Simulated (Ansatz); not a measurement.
```xyz
5

F    -1.560    0.555    0.581
Ge   -0.017    0.036    0.063
F     1.062    0.518    1.298
Br    0.520    1.103   -1.847
Br   -0.005   -2.211   -0.095
```

Total charge 0; spin multiplicity 1.

(1) List the ωB97M-V/def2-TZVPP orbital energies in eV (Ansatz 0.2.0). (An estimate is asked.)

Results:

(1) Ansatz gave: Occupied: -13157.84, -13157.84, -10869.69, -1710.16, -1710.16, -1538.37, -1538.37, -1538.30, -1538.30, -1538.30, -1538.30, -1365.33, -1213.07, -1213.06, -1213.05, -677.97, -677.97, -243.00, -243.00, -182.72, -182.72, -182.48, -182.48, -182.48, -182.48, -177.30, -126.56, -126.54, -126.53, -76.09, -76.09, -76.02, -76.02, -76.01, -76.01, -75.82, -75.82, -75.82, -75.82, -39.81, -39.59, -39.35, -39.28, -39.27, -36.15, -35.45, -25.77, -25.19, -19.17, -16.52, -15.99, -15.93, -15.03, -14.72, -14.41, -13.03, -12.15, -12.03, -11.71, -11.51. Lowest empty: -0.28, 2.24, 2.64, 2.97, 5.29, 5.80, 6.27, 6.93.
